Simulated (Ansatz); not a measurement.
The first iterations of a band of GaH3O + H2 (7 atoms, charge 0, multiplicity 1).

These are results of Ansatz 0.2.0, RKS PBE0/def2-SVP, not measurements.

* movable images: 7
* climbing image: yes
* spring: 5.0 eV/Å²
* optimiser: quadratic models (default)
* start path: through a guess of the saddle point
* force threshold: 0.05 eV/Å
* iteration limit: 60
* end points: relaxed

Image 0:

```xyz
7
Properties=species:S:1:pos:R:3
Ga -0.048 -0.212 0.153
O -0.034 -0.668 1.885
H -0.904 -0.732 2.292
H 1.372 -0.163 -0.486
H -1.436 0.027 -0.538
H 0.105 2.471 0.593
H 0.184 2.140 1.276
```

Image 8:

```xyz
7
Properties=species:S:1:pos:R:3
Ga 0.010 0.494 -0.215
O -0.002 0.090 1.930
H -0.869 -0.245 2.188
H 1.353 -0.216 -0.622
H -1.368 -0.237 -0.478
H -0.010 2.070 -0.058
H 0.126 0.906 2.430
```

| iteration | highest image above the first end (eV) | largest band force component (eV/Å) |
| --- | --- | --- |
| 1 | 1.397 | 3.212 |
| 2 | 0.837 | 2.838 |

Q: Does the band converge within its limit, and where does its top end?

A: The run converged. It ended after 8 iterations with the highest image 0.763 eV above the first end. A vibrational analysis at the climbing image gives one clearly imaginary mode, 1191i cm⁻¹: a first-order saddle point. The orbitals stay closed-shell, which can raise the energy where a bond breaks towards radicals; this wasn't checked here.

The run took 2.1 min on 1 thread of Arm Neoverse V1, on a shared host, peak memory 0.14 GiB.
